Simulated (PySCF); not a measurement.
Work out the structure from these simulated measurements.

Elements present: C, H, P and S. Monoisotopic mass: 148.0476 u.

| Item | Value |
| --- | --- |
| Valence photoelectron | vertical ionisation energy: 8.26 eV [ΔSCF PBE0/def2-SVPD] |
| 13C NMR | chemical shifts (computed TMS as zero) by class: 53.3 (1 C), 42.2 (1 C), 35.1 (1 C), 34.0 (1 C), 16.1 (1 C), 12.0 (1 C) ppm [GIAO B3LYP/pcSseg-1] |
| UV, first state | lowest singlet excitation: 5.37 eV (231 nm, f = 0.001) [TDDFT PBE0/def2-SVPD] |
| Triplet | lowest triplet excitation (Tamm–Dancoff): 4.96 eV [TDA PBE0/def2-SVPD] |
| NMR, other nuclei | isotropic shieldings of nuclei other than C and H, by class: 273 (1 P), 729 (1 S) ppm [GIAO B3LYP/pcSseg-1] |
| Polarisability | 116.3 au [PBE0/def2-SVPD] |
| UV, strongest line | among the 10 lowest singlet transitions: S8 at 6.23 eV (199 nm, f = 0.084) [TDDFT PBE0/def2-SVPD] |
| Dipole | 5.21 D [PBE0/def2-SVPD] |
| Rotational structure | rotational constants A, B, C: 2.277, 1.085, 0.846 GHz [PBE0-D3(BJ)/def2-SVP] |

Gas-phase values; electronic properties from PySCF, density fitting. Levels stand in brackets. One conformer (not necessarily the lowest) at the PBE0-D3(BJ)/def2-SVP geometry, without solvent, vibrations or thermal averaging. Each NMR value is the plain mean over a class of atoms that symmetry, rotation or inversion makes alike.

Task: Which formula fits the mass and the elements?

Result: C6H13PS (calculated 148.0476). No other formula that holds each of these elements comes within 0.0003 u with a fitting electron parity and a possible valence count.

Task: What is the compound? Reason from the data.

Result: Numbering: `[CH3:1][C@@H:2]1[CH2:3][CH2:4][P@@H:5](=[S:6])[C@@H:7]1[CH3:8]`. 6 carbons fall into 6 classes; from least to most shielded: ring sp3 carbon bound to phosphorus [C7] (53.3 ppm), sp3 CH carbon [C2] (42.2 ppm), ring CH2 carbon [C3] (35.1 ppm), ring sp3 carbon bound to phosphorus [C4] (34.0 ppm), methyl carbon [C1] (16.1 ppm), methyl carbon [C8] (12.0 ppm). The other shieldings belong to: 273 ppm, phosphorus bonded to 2 C, S and H [P5]; 729 ppm, sulfur bonded to P [S6]. The first electron is taken from the HOMO, whose largest Löwdin shares are 0.72 on the sulfur bonded to P, 0.14 on the phosphorus bonded to 2 C, S and H and 0.06 on an sp3 carbon bound to phosphorus. The optimised geometry has point group C1 and is an asymmetric top. Structure: `C[C@@H]1CC[P@@H](=S)[C@@H]1C`. Computed isomers that give other values at the same levels: `C=C[P@@](C)(=S)C(C)C` (lowest singlet excitation: 4.44 eV (279 nm, f = 0.002)); `CCP1CCSCC1` (rotational constant A: 2.976 GHz; this holds for the one conformer computed). The assignments are read from this structure; whether some other isomer fits the data as well wasn't checked. The mirror image fits equally.
